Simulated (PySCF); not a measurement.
# What a mistake does to a calculation on B2CGeH8

All numbers below are calculated, not measured. They come from PySCF 2.14.0, an open-source quantum chemistry program, on an isolated molecule that a program drew, which may never have been made. The molecule is B2CGeH8 (charge 0, singlet), drawn as the SMILES string `BC[BH][GeH3]`.

Each row is a Hartree-Fock (HF) and frozen-core CCSD(T) single point in the cc-pVDZ basis, meant for a local HF minimum. Run 1 is clean. Each other run has one planted mistake out of seven kinds, and not every kind appears here: one electron removed, one electron added, multiplicity raised by two, geometry at a saddle point, minimal basis STO-3G, one bond length entered in bohr, all coordinates scaled. The reference is restricted for singlets and unrestricted otherwise, and also for a bond in bohr. Adding or removing an electron swaps singlet and doublet. Electrons count all cores. HOMO and LUMO are orbital energies over both spins, the gradient is its largest component, and the lowest frequency (negative if imaginary) is given only where the gradient is small. Bond lengths are over the 11 bonds as drawn. T1 is the CCSD diagnostic: over 0.02 (restricted) or 0.045 (unrestricted) a single reference is doubtful. Germanium has the cc-pVDZ-PP basis, with a core potential (ECP10MDF) in place of its 10 inner electrons, and its 3s, 3p and 3d shells are frozen in CCSD(T).

Geometry of the clean run:
```xyz
12
B2CGeH8, angstrom
B     1.0397    1.1725   -1.2279
C     0.4181    0.2811   -0.0820
B    -0.8850   -0.4527   -0.5573
Ge   -2.7239    0.5101   -0.8422
H     2.2000    1.0943   -1.5239
H     0.3555    1.9729   -1.8076
H     0.1288    1.0550    0.6510
H     1.1570   -0.3841    0.3667
H    -0.8438   -1.6283   -0.8099
H    -3.1463    0.4465   -2.3195
H    -3.8238   -0.1915   -0.0272
H    -2.7102    1.9894   -0.4235
```

| run | electrons | basis functions | <S^2> | HOMO (eV) | LUMO (eV) | gradient (hartree/bohr) | lowest frequency (cm^-1) | mean bond (Å) | longest bond (Å) | T1 | HF (hartree) | CCSD(T) (hartree) | mistake |
|---|---|---|---|---|---|---|---|---|---|---|---|---|---|
| 1 | 56 | 105 | 0.000 | -10.56 | 1.58 | 2.6e-05 | 67 | 1.4234 | 2.095 | 0.0122 | -385.23303 | -385.72161 | no fault |
| 2 | 56 | 105 | 0.000 | -10.41 | 1.39 | 2.7e-02 | - | 1.5003 | 2.208 | 0.0125 | -385.20813 | -385.70347 | all coordinates scaled |
| 3 | 55 | 105 | 0.758 | -17.13 | -8.08 | 9.9e-02 | - | 1.4234 | 2.095 | 0.0195 | -384.89113 | -385.35855 | one electron removed |
| 4 | 57 | 105 | 0.767 | -0.31 | 6.96 | 3.6e-02 | - | 1.4234 | 2.095 | 0.0359 | -385.20549 | -385.72135 | one electron added |
| 5 | 56 | 105 | 0.867 | -8.63 | 0.89 | 5.9e-03 | - | 1.5478 | 2.907 | 0.0361 | -385.13524 | -385.61013 | one bond length entered in bohr |
| 6 | 56 | 105 | 2.013 | -6.77 | -1.64 | 4.9e-02 | - | 1.4234 | 2.095 | 0.0193 | -385.09629 | -385.57936 | ? |

**Which mistake was planted in run 6, and what did it cost?**

Electrons, basis and geometry are unchanged, and <S^2> is 2.013, beside S(S+1) = 2.00 for a multiplicity of 3. So the mistake is: multiplicity raised by two. Subtracting run 1 and multiplying by 627.51 kcal/mol a hartree, the energy moved by 85.8 kcal/mol in HF and 89.3 kcal/mol in CCSD(T).

Cautions from the logs. Run 4: the added electron raises the CCSD(T) energy, so it isn't bound in this basis.
